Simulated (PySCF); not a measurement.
# Magnetic susceptibility: `F[P](F)[GeH3]`, F2GeH3P

Geometry (Å), atoms numbered from 1 in this order:
```xyz
7

F     1.814   -1.149   -0.559
P     1.034    0.138   -1.174
F     1.846    1.206   -0.256
Ge   -0.835   -0.021    0.253
H    -0.472   -0.208    1.694
H    -1.678    1.212    0.158
H    -1.705   -1.172   -0.144
```

Theory: PySCF 2.14.0, GIAO KT1/6-31G* magnetisability, rotational g tensor and spin-rotation constants, non-relativistic, gas phase. Geometry: GFN2-xTB.

The calculation is non-relativistic, which matters for the atoms heavier than Zn.

(1) What are the magnetisability and the molar susceptibility?

(2) Split it along the inertial axes a, b, c into diamagnetic and paramagnetic parts about the centre of mass, with the quadrupole moment.

(3) And the rotational g tensor?

Answers

(1) Isotropic -816 × 10⁻³⁰ J/T², or -49.1 × 10⁻⁶ cm³/mol; principal values -914, -791, -743 × 10⁻³⁰ J/T², anisotropy 153 × 10⁻³⁰ J/T² (root of half the summed squared differences of the principal values). The susceptibility is in cgs units.

(2) 
```
axis  χ (10⁻⁶ cm³/mol)  diamagnetic (10⁻⁶ cm³/mol)  paramagnetic (10⁻⁶ cm³/mol)  summed x² of all electrons (Å²)  quadrupole Θ (D Å)
   a             -52.7                      -242.0                        189.3                            123.0               -1.10
   b             -47.6                      -606.4                        558.8                             37.1               -0.16
   c             -47.1                      -678.9                        631.8                             20.0               +1.26
```
Anisotropies 2χaa − χbb − χcc = -10.7 and 2χbb − χaa − χcc = +4.5 × 10⁻⁶ cm³/mol. Θ is traceless in Buckingham's convention.

(3) 
| axis | rotational constant (GHz) | g | nuclear part | electronic part |
| --- | --- | --- | --- | --- |
| a | 6.5517 | -0.0649 | 0.5178 | -0.5827 |
| b | 1.9477 | -0.0244 | 0.4868 | -0.5113 |
| c | 1.7114 | -0.0226 | 0.4854 | -0.5080 |

Asymmetric top; isotopes 19F, 74Ge, 1H, 31P; no vibrational averaging.
